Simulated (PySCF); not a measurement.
Compound: C8H13NSi.
Numbering: `[CH3:1][Si:2]([CH3:3])([CH3:4])[c:5]1[cH:6][cH:7][cH:8][n:9][cH:10]1` (hydrogens: H11, H12, H13 on C1; H14, H15, H16 on C3; H17, H18, H19 on C4; H20 on C6; H21 on C7; H22 on C8; H23 on C10)

Geometry (PBE0-D3(BJ)/def2-SVP, Å), atoms numbered from 1 in this order:
```xyz
23
C8H13NSi angstrom
C     -1.8262    0.3806    1.5973
Si    -1.1247   -0.0361   -0.0970
C     -1.6659   -1.7607   -0.6182
C     -1.7057    1.2240   -1.3669
C      0.7639    0.0086   -0.0163
C      1.4769    0.2612    1.1625
C      2.8694    0.2764    1.1390
C      3.5140    0.0376   -0.0733
N      2.8644   -0.2049   -1.2095
C      1.5356   -0.2162   -1.1688
H     -1.5050   -0.3493    2.3571
H     -1.5139    1.3832    1.9297
H     -2.9272    0.3667    1.5668
H     -1.2376   -2.0299   -1.5964
H     -2.7630   -1.8188   -0.7029
H     -1.3382   -2.5169    0.1119
H     -1.3674    2.2369   -1.0990
H     -1.3101    0.9914   -2.3681
H     -2.8053    1.2358   -1.4347
H      0.9484    0.4472    2.1024
H      3.4494    0.4706    2.0441
H      4.6091    0.0431   -0.1283
H      1.0395   -0.4203   -2.1276
```

Method used: PySCF, TDDFT wB97X-D/def2-SVPD, vertical, gas phase, core orbitals frozen in the response.

Computed states:

```
state  E (eV)       f
   S1    4.91  0.0048
   S2    5.11  0.0000
   S3    5.51   0.052
   S4    6.21   0.102
   S5    6.93  0.0021
   S6    7.15   0.014
   S7    7.17   0.620
   S8    7.24   0.415
   S9    7.55  0.0020
  S10    7.57   0.017
```

Broadening: Gaussians 0.4 eV wide at half height, area fixed by f = 4.319×10⁻⁹ ∫ε dν̃. The width is an assumption, not a result. The curve ends short of the highest state used, and states not computed would add to its high-energy end.

Q: What does the envelope look like, and where are its maxima?

A: 
```tsv
E (eV)	ε (L mol⁻¹ cm⁻¹)
4.31	1
4.43	6
4.54	29
4.66	106
4.77	225
4.89	323
5.01	318
5.12	399
5.24	1027
5.35	2244
5.47	3411
5.58	3251
5.70	1985
5.81	1207
5.93	2004
6.04	4286
6.16	6620
6.27	6394
6.39	3820
6.50	1561
6.62	644
6.74	2241
6.85	9397
6.97	29338
```

Maxima: 251 nm (4.93 eV), ε about 330, made up of S1 (97%) (hardly more than a shoulder); 225 nm (5.51 eV), ε about 3500, made up of S3 (100%); 200 nm (6.21 eV), ε about 6900, made up of S4 (100%) (ε in L mol⁻¹ cm⁻¹; maxima over ε = 5, shares over 10%). At its high-energy end, 6.97 eV, the curve is still rising (ε about 29000, from S7 and S8).

Q: On this curve, what absorbance would a 10⁻³ mol/L sample give at 266 nm over a 1 cm path?

A: 266 nm is 4.661 eV, where ε is about 110 L mol⁻¹ cm⁻¹, so A = ε c l ≈ 0.11 (Beer–Lambert, with the gas-phase spectrum and the assumed width).

Q: What would ε be at 6.21 eV, the highest of these maxima, with half the width (0.2 eV)?

A: About 13700 L mol⁻¹ cm⁻¹ against 6870, a factor of about 2.00; a lone state at its own centre would give exactly 2.

Q: Does any computed singlet lie in the visible range?

A: No computed singlet lies in the visible range (380 to 750 nm); the lowest, at 252 nm, stands 1.65 eV above its violet end (3.26 eV).

All these states lie below the vertical ionisation energy of 9.20 eV (ΔSCF).

Time: 7.3 min of wall time; peak memory 1.6 GiB. Hardware: one thread of an Arm Neoverse V2, shared host with 96 logical CPUs at a one-minute load of 48.
